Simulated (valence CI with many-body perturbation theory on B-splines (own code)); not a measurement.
**Forbidden lines of Eu V**

Method: relativistic CI+MBPT: five valence electrons over a frozen Dirac-Fock core [Xe], radial functions for each j: 7 s, 7 p, 7 d, 7 f, 4 g, 2 h, with the one-electron correlation potential Σ1, the two-electron term Σ2, the three-electron term Σ3, Breit, model QED; the open f shell's mean field enters the energy denominators; selected CI, second order for the rest, scaled by the run's own slope (own B-spline code, finite nucleus).

With an open or low-lying f shell, different configurations can be misplaced against each other by up to about 5,000 cm⁻¹. No measured spectrum was set against this ion. As an estimate, terms of the open shell hold to a few per cent of their energy, and close levels can change places. Core correlation moves these levels by up to 5300 cm⁻¹, and in measured spectra 5 to 20 % of such shifts remained as error; rates that hang on mixing are uncertain with them. Not all symmetries were solved, so the list stops early. Among the levels kept, up to 960 cm⁻¹ of a level comes from second order outside the variational space, and about a tenth of that is noise between levels of different J, which matters for small intervals. Only levels of the ground parity were solved; by the run's estimate the other parity begins above the list, which can be wrong where configurations are misplaced.

Lines 1 to 46 of 46 in falling wavelength, among levels below 25374 cm⁻¹, chosen from the decays that carry over 1 % of a level's rate. Wavelengths and rates use the calculated energies, so an error of 2000 cm⁻¹ moves a line at 1552 nm by 31 % and its rate by three times that or more. Electric multipoles are in the length gauge, E1 and E2 with the static RPA response of the core. S is in atomic units (e²a₀⁴ for E2 and M2, e²a₀⁶ for E3), for M1 in squared Bohr magnetons. Weak lines are less certain than strong ones. Lines between different terms over intervals too small for the method are left out, as are lines whose strength nearly cancels. Intervals below about 2000 cm⁻¹, as at the head of this list, are uncertain by tens of per cent. The highest levels of a list are the least certain.

Names give the largest LS component (configuration and term), which can be under half, so a name can repeat, a term be missing and a line seem to break the LS rules; names also repeat where a configuration has a term twice.

| λ vac (nm) | Upper | Lower | Type | A (s⁻¹) | S (a.u.) |
| --- | --- | --- | --- | --- | --- |
| 32960 | 4f5 6F°_3/2 | 4f5 6F°_1/2 | M1 | 2.42e-03 | 1.28e+01 |
| 16070 | 4f5 6F°_5/2 | 4f5 6F°_3/2 | M1 | 2.24e-02 | 2.07e+01 |
| 9009 | 4f5 6F°_7/2 | 4f5 6F°_5/2 | M1 | 1.14e-01 | 2.47e+01 |
| 7493 | 4f5 6H°_7/2 | 4f5 6H°_5/2 | M1 | 2.01e-01 | 2.51e+01 |
| 6674 | 4f5 6F°_9/2 | 4f5 6F°_7/2 | M1 | 2.14e-01 | 2.36e+01 |
| 6510 | 4f5 6H°_9/2 | 4f5 6H°_7/2 | M1 | 3.88e-01 | 3.97e+01 |
| 5960 | 4f5 6H°_11/2 | 4f5 6H°_9/2 | M1 | 4.78e-01 | 4.50e+01 |
| 5711 | 4f5 6H°_13/2 | 4f5 6H°_11/2 | M1 | 4.23e-01 | 4.09e+01 |
| 5701 | 4f5 6F°_11/2 | 4f5 6F°_9/2 | M1 | 1.93e-01 | 1.59e+01 |
| 5593 | 4f5 6H°_15/2 | 4f5 6H°_13/2 | M1 | 2.53e-01 | 2.62e+01 |
| 3651 | 4f5 4G°_7/2 | 4f5 4G°_5/2 | M1 | 8.21e-01 | 1.19e+01 |
| 1552 | 4f5 6F°_9/2 | 4f5 6H°_11/2 | M1 | 9.31e-03 | 1.29e-02 |
| 1551 | 4f5 6F°_11/2 | 4f5 6H°_13/2 | M1 | 5.09e-03 | 8.44e-03 |
| 1509 | 4f5 6F°_7/2 | 4f5 6H°_9/2 | M1 | 8.05e-03 | 8.21e-03 |
| 1340 | 4f5 6F°_1/2 | 4f5 6H°_5/2 | E2 | 9.02e-05 | 6.97e-02 |
| 1288 | 4f5 6F°_3/2 | 4f5 6H°_5/2 | M1 | 1.86e-02 | 5.90e-03 |
| 1231 | 4f5 6F°_9/2 | 4f5 6H°_9/2 | M1 | 1.84e-02 | 1.27e-02 |
| 1225 | 4f5 6F°_7/2 | 4f5 6H°_7/2 | M1 | 4.41e-02 | 2.41e-02 |
| 1220 | 4f5 6F°_11/2 | 4f5 6H°_11/2 | M1 | 4.43e-03 | 3.58e-03 |
| 1193 | 4f5 6F°_5/2 | 4f5 6H°_5/2 | M1 | 6.42e-02 | 2.42e-02 |
| 1053 | 4f5 6F°_7/2 | 4f5 6H°_5/2 | M1 | 2.38e-03 | 8.24e-04 |
| 878.6 | 4f5 4G°_5/2 | 4f5 6F°_7/2 | M1 | 5.40e-01 | 8.15e-02 |
| 800.5 | 4f5 4G°_5/2 | 4f5 6F°_5/2 | M1 | 1.64e+00 | 1.87e-01 |
| 792.3 | 4f5 4G°_7/2 | 4f5 6F°_9/2 | M1 | 9.87e-01 | 1.46e-01 |
| 762.6 | 4f5 4G°_5/2 | 4f5 6F°_3/2 | M1 | 2.47e+00 | 2.43e-01 |
| 723.6 | 4f5 4F°_3/2 | 4f5 6F°_5/2 | M1 | 1.58e-01 | 8.87e-03 |
| 708.2 | 4f5 4G°_7/2 | 4f5 6F°_7/2 | M1 | 1.43e+00 | 1.51e-01 |
| 692.5 | 4f5 4F°_3/2 | 4f5 6F°_3/2 | M1 | 2.45e+00 | 1.21e-01 |
| 678.2 | 4f5 4F°_3/2 | 4f5 6F°_1/2 | M1 | 6.07e+00 | 2.81e-01 |
| 662.6 | 4f5 4M°_15/2 | 4f5 6H°_15/2 | M1 | 7.52e-01 | 1.30e-01 |
| 656.6 | 4f5 4G°_7/2 | 4f5 6F°_5/2 | M1 | 7.46e-01 | 6.26e-02 |
| 601.5 | 4f5 4I°_13/2 | 4f5 6H°_15/2 | M1 | 1.11e-01 | 1.26e-02 |
| 592.4 | 4f5 4M°_15/2 | 4f5 6H°_13/2 | M1 | 1.79e-01 | 2.21e-02 |
| 555.4 | 4f5 4I°_11/2 | 4f5 6H°_13/2 | M1 | 1.51e-01 | 1.15e-02 |
| 543.1 | 4f5 4I°_13/2 | 4f5 6H°_13/2 | M1 | 4.66e+00 | 3.87e-01 |
| 519.3 | 4f5 4I°_9/2 | 4f5 6H°_11/2 | M1 | 1.13e-01 | 5.85e-03 |
| 511.7 | 4f5 4G°_5/2 | 4f5 6H°_7/2 | M1 | 5.89e+00 | 1.76e-01 |
| 506.2 | 4f5 4I°_11/2 | 4f5 6H°_11/2 | M1 | 4.12e+00 | 2.38e-01 |
| 496.0 | 4f5 4I°_13/2 | 4f5 6H°_11/2 | M1 | 2.81e+00 | 1.78e-01 |
| 482.0 | 4f5 4G°_7/2 | 4f5 6H°_9/2 | M1 | 7.98e+00 | 2.65e-01 |
| 479.0 | 4f5 4G°_5/2 | 4f5 6H°_5/2 | M1 | 7.05e+00 | 1.72e-01 |
| 477.7 | 4f5 4I°_9/2 | 4f5 6H°_9/2 | M1 | 2.28e+00 | 9.23e-02 |
| 466.6 | 4f5 4I°_11/2 | 4f5 6H°_9/2 | M1 | 4.49e+00 | 2.03e-01 |
| 450.4 | 4f5 4F°_3/2 | 4f5 6H°_5/2 | M1 | 2.74e-01 | 3.71e-03 |
| 448.8 | 4f5 4G°_7/2 | 4f5 6H°_7/2 | M1 | 3.07e+00 | 8.24e-02 |
| 445.0 | 4f5 4I°_9/2 | 4f5 6H°_7/2 | M1 | 4.20e+00 | 1.37e-01 |
